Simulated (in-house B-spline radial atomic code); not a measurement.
Radial electron density of Cu4+, [Ar] 3d7. Computed with an all-electron radial atomic-structure program (B-spline basis): non-relativistic PW91, spin-polarised, spherical fractional occupations, point nucleus.

Columns: r (bohr), 4πr²n(r) (electrons per bohr), bar.

```
 0.00238    1.032 #
 0.00284    1.431 ##
 0.00339    1.974 ##
 0.00405    2.712 ###
 0.00484      3.7 ####
 0.00577    4.982 #####
 0.00689    6.658 #######
 0.00823     8.79 ##########
 0.00982    11.41 #############
  0.0117    14.54 ################
   0.014    18.23 ####################
  0.0167    22.21 ########################
  0.0199    26.26 #############################
  0.0238    30.09 #################################
  0.0284    33.07 ####################################
  0.0339    34.77 ######################################
  0.0405    34.83 ######################################
  0.0483    33.34 #####################################
  0.0577    30.87 ##################################
  0.0689    28.63 ###############################
  0.0822    27.98 ###############################
  0.0981    29.79 #################################
   0.117    33.73 #####################################
    0.14    38.09 ##########################################
   0.167    40.03 ############################################
   0.199     37.7 #########################################
   0.238    31.21 ##################################
   0.284    23.56 ##########################
   0.339    18.41 ####################
   0.405    17.72 ###################
   0.483    20.06 ######################
   0.577    21.94 ########################
   0.688    20.69 #######################
   0.822    16.26 ##################
   0.981    10.67 ############
    1.17    5.869 ######
     1.4    2.675 ###
    1.67    1.039 #
    1.99   0.3407 
    2.38  0.08821 
    2.84  0.01721
```

On this grid the curve has 3 maxima, near 0.0405, 0.167, 0.577 bohr.

The 3d down radial function P(r) = rR(r), positive near the nucleus:

```tsv
r (bohr)	P
0.0167	0.001141
0.0238	0.003093
0.0339	0.008151
0.0483	0.02073
0.0689	0.05036
0.0981	0.114
0.14	0.2382
0.199	0.4417
0.284	0.7169
0.405	0.9794
0.577	1.095
0.822	0.9747
1.17	0.6772
1.67	0.3451
2.38	0.1161
```
